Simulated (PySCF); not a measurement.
## Dipole response of Co (cobalt, neutral)

[Ar] 3d7 4s2, high-spin 4F determinant. Calculation: PySCF 2.14, in ANO-RCC-VTZP (6s5p3d2f1g, 59 functions); scalar relativity by spin-free X2C-1e. Coupled (time-dependent) response in atomic units; α is the mean over directions. The basis has no added diffuse functions, which lowers α and C₆.

```json
{"method": "UHF", "mean α (bohr³)": "61.54", "C₆ (like pair)": "553.6", "S(−4)": "2228"}
{"method": "PBE", "mean α (bohr³)": "48.91", "C₆ (like pair)": "399.6", "S(−4)": "1180"}
{"method": "PBE0", "mean α (bohr³)": "51.55", "C₆ (like pair)": "430.3", "S(−4)": "1326"}
```

S(−4) is the Cauchy moment in α(ω) = α(0) + S(−4) ω² + …

Reference α: 55 ± 4 bohr³ (recommended; Schwerdtfeger and Nagle, table of static dipole polarizabilities (2023 update)). Published C₆: 408.0 (Chu and Dalgarno (2004); Tang, Norbeck and Certain (1976)).

Hartree-Fock lies above the reference because it lacks correlation, which contracts the outer shell.

α(iu) at UHF:

```
u (hartree)  α(iu) (bohr³)
          0          61.54
     0.0500          56.81
      0.100          47.17
      0.200          29.25
      0.300          18.70
      0.500          9.536
      0.750          5.471
       1.00          3.743
       1.50          2.258
       2.00          1.587
       3.00         0.9318
       5.00         0.4308
```
